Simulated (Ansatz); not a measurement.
Relaxation of FH₆W (8 atoms, charge 0, multiplicity 2), to a largest force component of 0.03 eV/Å in at most 50 steps.

All numbers below come from UKS PBE0/def2-SVP in Ansatz.

```xyz
8
Properties=species:S:1:pos:R:3
W 0.000 -0.571 0.356
H 0.000 1.085 0.992
H 1.509 0.167 0.180
H 0.000 1.259 0.142
H -1.509 0.167 0.180
F 0.000 -2.433 0.172
H 0.000 0.590 -0.913
H 0.000 -0.395 2.072
```

**Question.** Where does it end, and by what steps?

**Answer.** The run converged. The force dipped under the threshold on the way, but the program's further checks kept it going. After 9 steps the energy has fallen by 0.227 eV; H8 moved furthest, 0.33 Å.

```
step  energy less start (eV)  largest force component (eV/Å)  accepted
   0                  0.0000                           1.436       yes
   1                 -0.1692                           1.033       yes
   2                 -0.2085                           0.239       yes
   3                 -0.2198                           0.135       yes
   4                 -0.2223                           0.220       yes
   5                 -0.2260                           0.048       yes
   6                 -0.2264                           0.006       yes
   7                 -0.2265                           0.038       yes
   8                 -0.2265                           0.050       yes
   9                 -0.2267                           0.002       yes
```

```xyz
8
Properties=species:S:1:pos:R:3
W 0.000 -0.615 0.291
H 0.000 1.101 1.043
H 1.516 0.123 0.412
H 0.000 1.256 0.194
H -1.516 0.123 0.412
F 0.000 -2.453 -0.040
H 0.000 0.438 -1.043
H 0.000 -0.103 1.912
```

The run took 23 s on 2 threads of Arm Neoverse V2 (shared host), peak memory 0.19 GiB.
